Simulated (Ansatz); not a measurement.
C3H5FSi (`CC1=C[SiH]1F`), relaxed with RKS PBE0-D4/def2-TZVP in Ansatz from a PBE-D4/def2-SVP geometry. The force threshold is 0.005 eV/Å; the program also tests the step.

Total charge 0; spin multiplicity 1.

Start:

```xyz
10

C     1.154   -1.105   -0.145
C     0.088   -0.070   -0.081
C    -0.899    0.394   -0.904
Si   -0.914    1.234    0.692
F    -2.041    0.908    1.842
H     0.995   -1.871    0.642
H     1.186   -1.613   -1.131
H     2.149   -0.656    0.057
H    -1.228    0.137   -1.925
H    -0.491    2.642    0.952
```

| step | energy (eV) | largest force (eV/Å) | largest move (Å) |
| --- | --- | --- | --- |
| 1 | -13779.9520 | 0.975 | 0.000 |
| 2 | -13780.0140 | 0.608 | 0.027 |
| 3 | -13780.0324 | 0.044 | 0.030 |
| 4 | -13780.0327 | 0.021 | 0.003 |
| 5 | -13780.0328 | 0.007 | 0.006 |
| 6 (rejected) | -13780.0328 | 0.012 | 0.002 |
| 7 | -13780.0328 | 0.002 | 0.001 |

End:

```xyz
10

C     1.142   -1.094   -0.144
C     0.084   -0.064   -0.066
C    -0.887    0.391   -0.885
Si   -0.911    1.217    0.687
F    -2.010    0.904    1.805
H     0.987   -1.852    0.629
H     1.161   -1.588   -1.119
H     2.122   -0.650    0.047
H    -1.196    0.129   -1.891
H    -0.492    2.608    0.938
```

Hardware: 4 threads of a server CPU on a shared host. Wall time 16 s, peak host memory 0.47 GiB.
